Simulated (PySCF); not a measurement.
F4Se, charge +1, doublet, geometry from GFN2-xTB (a state made from the parent by changing its charge; the spin is typed, not shown lowest); CASSCF(5,6)/STO-3G (PySCF).

The PySCF input:
```python
from pyscf import gto, scf, mcscf
import numpy

mol = gto.M(
    atom='''
Se   -0.00456737    0.00273923    0.27574360
F     1.07430462    1.48415275    0.27120091
F     1.02795350   -0.74687612   -0.76474688
F    -1.08318448   -1.47882716    0.26489879
F    -1.00181915    0.73120234   -0.81305084
''',
    basis='sto-3g',
    charge=1,
    spin=1,
    verbose=4,
)

mf = scf.ROHF(mol)
mf.kernel()
mc = mcscf.CASSCF(mf, 6, 5)
mc.fix_spin_(ss=0.75)
mc = mc.newton()
mc.kernel()
occ = numpy.linalg.eigvalsh(mc.fcisolver.make_rdm1(mc.ci, mc.ncas, mc.nelecas))[::-1]
ss = mc.fcisolver.spin_square(mc.ci, mc.ncas, mc.nelecas)[0]
print('natural occupations', occ.round(4), ' <S^2>', round(ss, 4))
```

It wrote (shortened):

```
PySCF version 2.14.0

[INPUT] verbose = 4
[INPUT] num. atoms = 5
[INPUT] num. electrons = 69
[INPUT] charge = 1
[INPUT] spin (= nelec alpha-beta = 2S) = 1
[INPUT] symmetry False subgroup None
[INPUT] Mole.unit = angstrom
[INPUT] Symbol           X                Y                Z      unit          X                Y                Z       unit  Magmom
[INPUT]  1 Se    -0.004567370000   0.002739230000   0.275743600000 AA   -0.008631078410   0.005176394492   0.521079884602 Bohr   0.0
[INPUT]  2 F      1.074304620000   1.484152750000   0.271200910000 AA    2.030141506155   2.804642224520   0.512495444633 Bohr   0.0
[INPUT]  3 F      1.027953500000  -0.746876120000  -0.764746880000 AA    1.942550583788  -1.411391315778  -1.445162157816 Bohr   0.0
[INPUT]  4 F     -1.083184480000  -1.478827160000   0.264898790000 AA   -2.046922009579  -2.794578317968   0.500586163829 Bohr   0.0
[INPUT]  5 F     -1.001819150000   0.731202340000  -0.813050840000 AA   -1.893163819845   1.381772164241  -1.536443412948 Bohr   0.0

nuclear repulsion = 471.872835926364
number of shells = 20
number of NR pGTOs = 114
number of NR cGTOs = 38
basis = sto-3g
ecp = {}

******** <class 'pyscf.scf.rohf.ROHF'> ********
method = ROHF
initial guess = minao
damping factor = 0
level_shift factor = 0
DIIS = <class 'pyscf.scf.diis.CDIIS'>
diis_start_cycle = 1
diis_space = 8
diis_damp = 0
SCF conv_tol = 1e-09
SCF conv_tol_grad = None
SCF max_cycles = 50
direct_scf = True
direct_scf_tol = 1e-13
num. doubly occ = 34  num. singly occ = 1
Set gradient conv threshold to 3.16228e-05
init E= -2762.37022065905
  HOMO = -0.574030977664985  LUMO = -0.194917998506331  gap/eV = 10.31619
cycle= 1 E= -2764.96372949155  delta_E= -2.59  |g|= 0.517  |ddm|= 2.26
  HOMO = -0.439568412336878  LUMO = -0.11509849193968  gap/eV = 8.82928
cycle= 2 E= -2765.1443468446  delta_E= -0.181  |g|= 0.179  |ddm|= 1.04
  HOMO = -0.444408509285968  LUMO = -0.0395000983831512  gap/eV = 11.01812
cycle= 3 E= -2765.16434726175  delta_E= -0.02  |g|= 0.0542  |ddm|= 0.268
  HOMO = -0.415537672142349  LUMO = -0.0325528828443465  gap/eV = 10.42155
cycle= 4 E= -2765.16836445456  delta_E= -0.00402  |g|= 0.0136  |ddm|= 0.163
  HOMO = -0.421498297077064  LUMO = -0.0283574547899657  gap/eV = 10.69791
cycle= 5 E= -2765.16861839875  delta_E= -0.000254  |g|= 0.00385  |ddm|= 0.043
  HOMO = -0.420796243887565  LUMO = -0.028829346600681  gap/eV = 10.66596
cycle= 6 E= -2765.16864552982  delta_E= -2.71e-05  |g|= 0.00228  |ddm|= 0.0105
  HOMO = -0.42062368284454  LUMO = -0.0287010825163741  gap/eV = 10.66476
cycle= 7 E= -2765.16866107079  delta_E= -1.55e-05  |g|= 0.000942  |ddm|= 0.0114
  HOMO = -0.420858447847245  LUMO = -0.028805749524409  gap/eV = 10.66830
cycle= 8 E= -2765.16866407212  delta_E= -3e-06  |g|= 0.000284  |ddm|= 0.00599
  HOMO = -0.420827352607283  LUMO = -0.0287719745621173  gap/eV = 10.66837
cycle= 9 E= -2765.16866432195  delta_E= -2.5e-07  |g|= 9.45e-05  |ddm|= 0.00171
  HOMO = -0.420849326377563  LUMO = -0.0287682563776449  gap/eV = 10.66907
cycle= 10 E= -2765.1686643444  delta_E= -2.25e-08  |g|= 1.97e-05  |ddm|= 0.000547
  HOMO = -0.420844733656758  LUMO = -0.0287665925140272  gap/eV = 10.66899
cycle= 11 E= -2765.16866434498  delta_E= -5.82e-10  |g|= 2.04e-06  |ddm|= 8.24e-05
  HOMO = -0.420844788730723  LUMO = -0.028766983772455  gap/eV = 10.66898
Extra cycle  E= -2765.16866434498  delta_E=    0  |g|= 8.69e-07  |ddm|= 3.74e-06
converged SCF energy = -2765.16866434498

******** <class 'pyscf.mcscf.newton_casscf.CASSCF'> ********
CAS (3e+2e, 6o), ncore = 32, nvir = 0
max_cycle_macro = 50
max_cycle_micro = 10
conv_tol = 1e-07
conv_tol_grad = None
orbital rotation max_stepsize = 0.03
augmented hessian ah_max_cycle = 30
augmented hessian ah_conv_tol = 1e-12
augmented hessian ah_linear dependence = 1e-14
augmented hessian ah_level shift = 1e-08
augmented hessian ah_start_tol = 500
augmented hessian ah_start_cycle = 3
augmented hessian ah_grad_trust_region = 3
kf_trust_region = 3
kf_interval = 5
natorb = False
canonicalization = True
internal_rotation = False
******** <class 'pyscf.fci.addons.SpinPenaltyFCISolver'> ********
max. cycles = 50
conv_tol = 1e-08
davidson only = True
linear dependence = 1e-12
level shift = 0.001
max iter space = 12
nroots = 1
pspace_size = 400
spin = None

WARN: SO-CASSCF (Second order CASSCF) is an experimental feature. Its performance is bad for large systems.

CASCI E = -2765.23136201541  dE = -2765.2314  S^2 = 0.7500000
Set conv_tol_grad to 0.000316228
macro 1 (20 JK  15 micro), CASSCF E = -2765.25464349776  dE = -0.02328  |grad|=0.129  S^2 = 0.7500000
macro 2 (10 JK  6 micro), CASSCF E = -2765.25995173888  dE = -0.005308  |grad|=0.022  S^2 = 0.7500000
macro 3 (14 JK  9 micro), CASSCF E = -2765.260082049  dE = -0.0001303  |grad|=0.00379  S^2 = 0.7500000
macro 4 (7 JK  3 micro), CASSCF E = -2765.26059090103  dE = -0.0005089  |grad|=0.0058  S^2 = 0.7500000
macro 5 (7 JK  3 micro), CASSCF E = -2765.26069407392  dE = -0.0001032  |grad|=0.00195  S^2 = 0.7500000
macro 6 (11 JK  6 micro), CASSCF E = -2765.26069478547  dE = -7.116e-07  |grad|=6.4e-05  S^2 = 0.7500000
macro 7 (1 JK  0 micro), CASSCF E = -2765.26069478548  dE = -7.731e-12  |grad|=1.81e-05  S^2 = 0.7500000
newton CASSCF converged in 7 macro (16 KF 54 Hx) steps
CASSCF canonicalization
Density matrix diagonal elements [1.8916502  1.96985126 1.00080057 0.01781475 0.10952303 0.01036019]
CASSCF energy = -2765.26069478548
CASCI E = -2765.26069478548  E(CI) = -7.19165112710425  S^2 = 0.7500000
natural occupations [1.9719 1.8917 1.0006 0.1094 0.0178 0.0085]  <S^2> 0.75
```
